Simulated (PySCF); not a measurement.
# Computed properties of Al(Me)(Cl) (CH₃AlCl), SMILES [CH3][Al+][Cl], charge +1

Al(Me)(Cl) (CH₃AlCl), SMILES [CH3][Al+][Cl], charge +1. The structure is a stationary point at B3LYP-D3(BJ)/def2-TZVP. The multiplicity is an assumed one; other spin states were not compared. The isomer is the one that the SMILES or the coordinates give; other isomers of the formula were not compared. Other conformers were not sampled. All values are computed for the isolated molecule unless a solvent is named; none is compared with measurement here.

**Structure.** The optimised structure has C3v symmetry. All 12 harmonic modes at B3LYP-D3(BJ)/def2-TZVP (PySCF) are real, so it is a minimum. With heavy atoms numbered as in [Al+:1]([CH3:2])[Cl:6], the shortest bond between them is Al1–C2 at 1.911 Å and the longest Al1–Cl6 at 2.017 Å.

**Vibrations.** The strongest infrared lines (harmonic, unscaled, degenerate partners summed) lie at 740 cm⁻¹ (100 km/mol, H 81 %, C 16 %), 774 cm⁻¹ (73 km/mol, Al 61 %, C 22 %, Cl 12 %), 128 cm⁻¹ (44 km/mol, Al 58 %, H 16 %, C 15 %, Cl 12 %). The softest mode is at 128 cm⁻¹ and the zero-point energy is 23.3 kcal/mol.

**Electronic structure.** HF/def2-TZVPD (PySCF) places the frontier levels at -18.35 and -4.43 eV, a gap of 13.92 eV and a mean polarisability of 41.7 bohr³.

**Excitations.** TDA-ωB97X/def2-SVPD (PySCF) has S1 at 6.99 eV (177 nm, f = 0.035, weak); the most intense of the 10 singlets computed lies at 8.68 eV (f = 0.43). Strengths of degenerate partners are summed. T1 (TDA) is at 5.98 eV, 1.01 eV under S1. No vertical singlet excitation falls in the visible range (under 3.1 eV).

**NMR.** GIAO shifts at B3LYP/pcSseg-2 (PySCF) (non-relativistic, atoms alike by connectivity averaged): ¹³C at -4.9 ppm against TMS; ¹H at 1.8 ppm against TMS. Without spin–orbit terms, shifts of atoms bonded to Cl or Br come out too high.
